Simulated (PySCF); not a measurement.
C₄H₇BO, SMILES CB1CC=CO1.

Geometry: PBE0-D3(BJ)/def2-SVP. This is a generated structure with no PubChem entry under its InChIKey; it may be hypothetical. One conformer was computed; it need not be the lowest.

The numbers are results of TDA-PBE/def2-SVPD run with PySCF, not measurements.

Vertical excitations. The molecule is in vacuum. State labels are in the subgroup Cs.

```json
[
 {"state": "S1", "symmetry": "A'", "energy (eV)": "5.18", "λ (nm)": "239", "f": "0.069", "main pairs": "HOMO→LUMO 85 %, HOMO→LUMO+2 13 %"},
 {"state": "S2", "symmetry": "A\"", "energy (eV)": "5.53", "λ (nm)": "224", "f": "0.000", "main pairs": "HOMO→LUMO+1 100 %"},
 {"state": "S3", "symmetry": "A\"", "energy (eV)": "6.17", "λ (nm)": "201", "f": "0.001", "main pairs": "HOMO−1→LUMO 99 %"},
 {"state": "S4", "symmetry": "A\"", "energy (eV)": "6.42", "λ (nm)": "193", "f": "0.012", "main pairs": "HOMO→LUMO+3 100 %"},
 {"state": "S5", "symmetry": "A\"", "energy (eV)": "6.85", "λ (nm)": "181", "f": "0.003", "main pairs": "HOMO→LUMO+4 100 %"},
 {"state": "S6", "symmetry": "A'", "energy (eV)": "7.06", "λ (nm)": "176", "f": "0.036", "main pairs": "HOMO→LUMO+2 42 %, HOMO−1→LUMO+1 29 %, HOMO→LUMO+7 11 %, HOMO−5→LUMO 8 %"},
 {"state": "S7", "symmetry": "A'", "energy (eV)": "7.11", "λ (nm)": "174", "f": "0.084", "main pairs": "HOMO−1→LUMO+1 70 %, HOMO→LUMO+2 16 %"},
 {"state": "S8", "symmetry": "A\"", "energy (eV)": "7.30", "λ (nm)": "170", "f": "0.000", "main pairs": "HOMO→LUMO+5 60 %, HOMO−1→LUMO+2 40 %"},
 {"state": "S9", "symmetry": "A\"", "energy (eV)": "7.33", "λ (nm)": "169", "f": "0.000", "main pairs": "HOMO−1→LUMO+2 58 %, HOMO→LUMO+5 40 %"},
 {"state": "S10", "symmetry": "A\"", "energy (eV)": "7.44", "λ (nm)": "167", "f": "0.007", "main pairs": "HOMO→LUMO+6 97 %"},
 {"state": "T1", "symmetry": "A'", "energy (eV)": "3.95", "λ (nm)": "314", "f": "0", "main pairs": "HOMO→LUMO 91 %"},
 {"state": "T2", "symmetry": "A'", "energy (eV)": "5.10", "λ (nm)": "243", "f": "0", "main pairs": "HOMO→LUMO+2 90 %"},
 {"state": "T3", "symmetry": "A\"", "energy (eV)": "5.47", "λ (nm)": "227", "f": "0", "main pairs": "HOMO→LUMO+1 100 %"},
 {"state": "T4", "symmetry": "A\"", "energy (eV)": "5.83", "λ (nm)": "213", "f": "0", "main pairs": "HOMO−1→LUMO 98 %"}
]
```
Triplets are in the Tamm–Dancoff approximation.
